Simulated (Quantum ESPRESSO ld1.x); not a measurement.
Task: All-electron atom: Eu51+ in [Ne] 3s2. Calculated with ld1.x of Quantum ESPRESSO 7.5: scalar-relativistic Kohn-Sham, LDA (Slater exchange, Perdew-Zunger correlation), spin-polarised, spherical densities, point nucleus. Some entries of the table are withheld. Estimate them.

orbital,occ.,eigenvalue (hartree),<r> (bohr)
1s,2,-1914.84,0.02232
2s,2,-422.724,(1)
2p,6,(2),0.08234
3s,2,-172.667,0.2244
3p,0,-163.545,0.2178
4s,0,-92.7799,0.4138

Result: 
(1) 2s <r> (bohr): 0.09370
(2) 2p eigenvalue (hartree): -392.474
